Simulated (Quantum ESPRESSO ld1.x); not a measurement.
The run below uses ld1.x (Quantum ESPRESSO 7.5).

```
 &input
    zed=36.0,
    iswitch=1,
    rel=1,
    dft='BP',
    config='[Ar] 3d8 4s2 4p4 4f2',
    verbosity='high',
    prefix='ld1',
    max_out_wfc=37,
    file_charge='ld1.rho',
 /
```

Command: `OMP_NUM_THREADS=1 ld1.x < ld1.in > ld1.out`

Output:

```
     Program LD1 v.7.5 starts

     --------------------------- All-electron run ----------------------------

     scalar relativistic calculation

     atomic number is 36.00
     dft =BP   lsd =0 sic =0 latt =0  beta=0.20 tr2=1.0E-14
     Exchange-correlation= BP
                           (   1   1   1   1   0   0   0)
     mesh =2025 r(mesh) = 100.33164 a.u. xmin = -8.00 dx = 0.00800
     1 Ry =  13.60569312 eV, c = 137.03599908

     n l     nl                  e(Ry)          e(Ha)          e(eV)
     1 0     1S 1( 2.00)   -1046.875170379    -523.437585189 -14243.4623063
     2 0     2S 1( 2.00)    -143.239757220     -71.619878610  -1948.8761797
     2 1     2P 1( 6.00)    -127.354271037     -63.677135518  -1732.7431296
     3 0     3S 1( 2.00)     -24.733870909     -12.366935454   -336.5214573
     3 1     3P 1( 6.00)     -19.648798984      -9.824399492   -267.3355292
     3 2     3D 1( 8.00)     -11.297139784      -5.648569892   -153.7054171
     4 0     4S 1( 2.00)      -4.884904416      -2.442452208    -66.4625104
     4 1     4P 1( 4.00)      -3.577475376      -1.788737688    -48.6740321
     4 3     4F 1( 2.00)      -0.557221991      -0.278610996     -7.5813914

     final scf error:  7.0E-15 reached in  34 iterations

     Etot =   -5560.771123 Ry,   -2780.385562 Ha,  -75658.145427 eV

     Ekin =    5688.993868 Ry,    2844.496934 Ha,   77402.704740 eV
     Encl =  -13251.364643 Ry,   -6625.682322 Ha, -180294.000796 eV
     Eh   =    2189.804546 Ry,    1094.902273 Ha,   29793.808651 eV
     Exc  =    -188.204893 Ry,     -94.102447 Ha,   -2560.658023 eV

     normalization and overlap integrals

     s(1S/1S) =  1.000000  <r> =   0.0415  <r2> =    0.0023  r(max) =   0.0271
     s(1S/2S) = -0.006454
     s(1S/3S) = -0.002557
     s(1S/4S) = -0.001021
     s(2S/2S) =  1.000000  <r> =   0.1834  <r2> =    0.0397  r(max) =   0.1539
     s(2S/3S) = -0.001519
     s(2S/4S) = -0.000589
     s(2P/2P) =  1.000000  <r> =   0.1601  <r2> =    0.0313  r(max) =   0.1230
     s(2P/3P) = -0.001237
     s(2P/4P) = -0.000441
     s(3S/3S) =  1.000000  <r> =   0.5208  <r2> =    0.3110  r(max) =   0.4642
     s(3S/4S) = -0.000368
     s(3P/3P) =  1.000000  <r> =   0.5270  <r2> =    0.3237  r(max) =   0.4568
     s(3P/4P) = -0.000299
     s(3D/3D) =  1.000000  <r> =   0.5232  <r2> =    0.3318  r(max) =   0.3987
     s(4S/4S) =  1.000000  <r> =   1.3558  <r2> =    2.0755  r(max) =   1.2220
     s(4P/4P) =  1.000000  <r> =   1.5043  <r2> =    2.5741  r(max) =   1.3344
     s(4F/4F) =  1.000000  <r> =   4.3257  <r2> =   21.6716  r(max) =   3.8056

     ------------------------ End of All-electron run ------------------------
```

Run on one thread of a shared host, so times are rough (Intel(R) Xeon(R) Processor @ 2.60GHz): 0.62 s of CPU time, 0.81 s wall, 34 iterations on 2025 mesh points.
